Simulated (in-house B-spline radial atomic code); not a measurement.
Whole-atom quantities along the 11-electron series, configuration [Ne] 3s1. Breit and QED terms are first order and not part of the total energy; the density at the nucleus is averaged over the nuclear charge. Computed with an all-electron radial atomic-structure program (B-spline basis): Dirac-Hartree-Fock, average of the configuration, finite nuclei.

```tsv
ion	Z	E/Z² (Eh)	Σ<r²> (bohr²)	n(0)/Z³ (bohr⁻³)	Lamb diamagnetic shielding (ppm)	repulsion over attraction	Breit energy (eV)	self-energy (eV)	vacuum polarisation (eV)	Dirac less non-relativistic energy (Eh)
Dy55+	66	-2.0213	0.11398	2.3735	5194.63	0.033258	242.56	242.1	-39.301	-468.53
Ho56+	67	-2.0273	0.10989	2.4626	5297.25	0.032723	254.69	255.84	-42.141	-500.3
Er57+	68	-2.0332	0.10601	2.5467	5401.1	0.032202	267.24	270.21	-45.152	-533.75
Tm58+	69	-2.0393	0.1023	2.646	5506.3	0.031695	280.24	285.21	-48.36	-569.01
Yb59+	70	-2.0453	0.098764	2.733	5612.78	0.0312	293.69	300.89	-51.752	-606.06
Lu60+	71	-2.0514	0.095387	2.8281	5720.68	0.030718	307.61	317.25	-55.357	-645.05
Hf61+	72	-2.0576	0.092159	2.9422	5830.11	0.030247	322	334.34	-59.198	-686.09
Ta62+	73	-2.0638	0.089072	3.0576	5941.04	0.029787	336.88	352.18	-63.273	-729.21
W63+	74	-2.0701	0.086119	3.1768	6053.55	0.029338	352.25	370.81	-67.597	-774.5
Re64+	75	-2.0765	0.083291	3.3048	6167.7	0.0289	368.14	390.25	-72.19	-822.07
Os65+	76	-2.0829	0.080581	3.4306	6283.52	0.028471	384.55	410.54	-77.055	-871.97
Ir66+	77	-2.0894	0.077983	3.5757	6401.18	0.028051	401.51	431.7	-82.236	-924.38
Pt67+	78	-2.096	0.075492	3.7201	6520.64	0.027641	419.02	453.78	-87.725	-979.31
Au68+	79	-2.1027	0.0731	3.8762	6642.05	0.027239	437.1	476.82	-93.558	-1036.94
Hg69+	80	-2.1094	0.070803	4.0355	6765.43	0.026846	455.75	500.86	-99.742	-1097.31
Tl70+	81	-2.1163	0.068595	4.2087	6890.93	0.02646	475.01	525.94	-106.32	-1160.6
Pb71+	82	-2.1232	0.066473	4.3867	7018.57	0.026082	494.89	552.12	-113.29	-1226.89
```

**Question.** With what power of Z does the column «self-energy (eV)» change over this range?

**Answer.** A fit of the logarithm of its size against log Z from Z = 66 to 82 has slope 3.80. One-loop self-energy scales as Z⁴F(Zα), with F falling from low Z to about Z = 90.
